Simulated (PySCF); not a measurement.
C2H10Si3, SMILES C=C[SiH2][SiH2][SiH3].

Geometry: B3LYP-D3(BJ)/def2-SVP. The values are those of a single conformer.

Two levels are set side by side: TDA-PBE/def2-SVPD (PySCF) and TDA-LC-ωPBE/def2-SVPD (PySCF). Vertical, same geometry. The lowest singlet is HOMO→LUMO 62 %, HOMO−1→LUMO 34 % with PBE and HOMO→LUMO 48 %, HOMO−2→LUMO 15 %, HOMO−3→LUMO 7 % with the other functional; states are paired by order. Differences are taken from unrounded values.

| quantity | TDA-LC-ωPBE |
|---|---|
| lowest singlet excitation (eV) | 6.64 |
| lowest triplet excitation (TDA) (eV) | 3.98 |
| first bright state (f over 0.05) (eV) | 6.64 |
| its oscillator strength | 0.10 |

**Question.** What does TDA-PBE give, and how far is it from TDA-LC-ωPBE? (An estimate is asked for; the answer gives what the named calculation found.)

**Answer.** 
```csv
quantity,TDA-PBE,TDA-PBE minus TDA-LC-ωPBE
lowest singlet excitation (eV),5.21,-1.43
lowest triplet excitation (TDA) (eV),4.11,0.13
first bright state (f over 0.05) (eV),5.21,-1.43
its oscillator strength,0.05,-0.04
```

Functionals without exact exchange tend to place singlet excitations lower, as here. Differences between two approximate levels are no errors against the true value.

Rough cost on one machine, each run with all the roots and properties that it gave: TDA-LC-ωPBE against TDA-PBE about 4 times.
